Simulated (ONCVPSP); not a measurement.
# Cutoff test, Sn, ONCV

```json
{
  "Element": "tin",
  "Generator": "ONCVPSP 4.0.1",
  "Type": "optimised norm-conserving Vanderbilt (ONCV)",
  "Functional": "LDA (Perdew-Wang 92)",
  "Relativity": "scalar-relativistic",
  "Frozen core": "[Ar] 3d10",
  "Valence charge": "22",
  "Reference configuration": "4s2 4p6 4d10 5s2 (charge +2)",
  "Partial waves": "4s+5s: rc 1.35 bohr, ncon 4, nbas 7, qcut 10.2 1/bohr, 2 projectors; 4p: rc 1.50 bohr, ncon 3, nbas 6, qcut 10.9 1/bohr, 2 projectors, debl 2.2 Ha; 4d: rc 1.35 bohr, ncon 3, nbas 8, qcut 10.1 1/bohr, 2 projectors, debl 1.5 Ha",
  "Local potential": "polynomial inside 1.25 bohr (lpopt 5, dvloc0 3 Ha)",
  "Core correction": "Teter function fitted to the true core (icmod 2), fcfact 0.6"
}
```

In the p channel the program set the typed energies aside and used -3.938, 0.250 Ha. In the d channel the program set the typed energies aside and used -1.595, 0.250 Ha.

Q: For each optimised wave give the share of its norm inside rc, the residual kinetic energy above qcut (Ha) and the cutoffs (Ha) for errors of 10, 1, 0.1 and 0.01 mHa per electron.

A:

```tsv
wave	norm inside rc	residual KE	10 mHa	1 mHa	0.1 mHa	0.01 mHa
4s	0.957	6.3e-07	27.9	35.5	41.3	46.0
5s	0.092	1.4e-06	25.2	34.7	41.9	47.4
4p	0.958	3.1e-08	19.3	23.9	27.6	37.0
p projector 2	0.053	5.9e-09	14.8	19.8	24.2	40.6
4d	0.758	4.8e-06	31.8	39.0	44.5	49.2
d projector 2	0.032	1.1e-06	23.9	33.1	40.6	46.2
```

The occupied waves need 39 Ha and 44 Ha for 1 and 0.1 mHa.
